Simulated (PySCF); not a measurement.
Diatomic cations of I with group 14

PBE0 with triple-zeta basis sets in PySCF, for the lowest determinant that a PBE0 search found; no spin–orbit coupling. De refers to high-spin ground-configuration atoms (the charge goes to the atom of lower measured ionisation energy or higher electron affinity, which is not always the lowest computed limit). A positive dipole points towards I; it is taken about the centre of mass and depends on that origin.

```tsv
M	basis	charged atom	state (unpaired electrons)	Re (Å)	ωe (cm⁻¹)	De (eV)	μ (D)
Si	def2-TZVPPD	Si+	singlet (closed shell)	2.316	456	4.30	-4.67
Ge	def2-TZVPPD	Ge+	singlet (closed shell)	2.399	306	3.98	-3.47
Sn	def2-TZVPPD	Sn+	singlet (closed shell)	2.592	242	3.55	-4.03
```

The shortest bond is that of SiI⁺ (2.316 Å), the longest that of SnI⁺ (2.592 Å).

Down a group the atoms grow and get heavier, so bonds lengthen and wavenumbers fall; this series shows no clear exception.

Spin–orbit coupling is left out, which matters for elements this heavy, above all for dissociation energies. For an ion De counts to the pair picked by the measured ionisation energies or electron affinities, which need not be the lowest pair at this level.
